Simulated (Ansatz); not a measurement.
`BN(C)CC=C` → `BN(C)C=C` + `[CH2]` (triplet) at 600 K and 1 bar (formal loss of a carbene).

Isolated molecules relaxed with PBE0-D4/def2-TZVP in Ansatz; ΔE leaves out vibrations. CCSD(T)/CBS adds triple-zeta CCSD(T) − MP2 to the extrapolated MP2 energy (def2 sets, frozen cores). This one scheme is used for every species. Triplets are unrestricted, without spin–orbit coupling. One conformer a species, not always the lowest.

```
          species  CCSD(T)/CBS energy (Eh)  H − E (kJ/mol)  S (J/(mol·K))
      `BN(C)CC=C`               -237.72529           435.3          455.7
       `BN(C)C=C`               -198.47223           348.7          401.1
`[CH2]` (triplet)                -39.09499            66.5          220.8
```

H − E and S are ideal-gas, rigid-rotor, harmonic terms from PBE0-D4/def2-TZVP, for one conformer and one mirror image of each species, with the whole ground term of open shells counted as degenerate. 1 Eh = 2625.50 kJ/mol, R = 8.31446 J/(mol·K).

**Question.** By hand: ΔE, ΔH, ΔS and ΔG.

**Answer.** ΔE = (-198.47223) + (-39.09499) − (-237.72529) = 0.15807 Eh = 415.0 kJ/mol. Δ(H − E) = 348.7 + 66.5 − 435.3 = -20.1, so ΔH = 394.9 kJ/mol. ΔS = 401.1 + 220.8 − 455.7 = 166.2 J/(mol·K). ΔG = 394.9 − 600 × (166.2)/1000 = 295.2 kJ/mol.

**Question.** By hand: the equilibrium constant, and the temperature at which ΔG would vanish if ΔH and ΔS stayed fixed.

**Answer.** log₁₀ K = −ΔG/(RT ln 10) = -25.7. ΔG = 0 at ΔH/ΔS = 2376 K.

The number of gas molecules changes by +1, which sets the sign of ΔS. A doubt of 5 kJ/mol in ΔE shifts log₁₀ K by 0.4 here. Other conformers and mirror images would add mixing entropy, several J/(mol·K) or more a flexible species. A triplet takes part, so the spin changes. These are equilibria of isolated gas molecules and say nothing of rates. Largest T1 diagnostic: 0.013 (customary marks: 0.02 for closed shells, 0.045 for open ones).
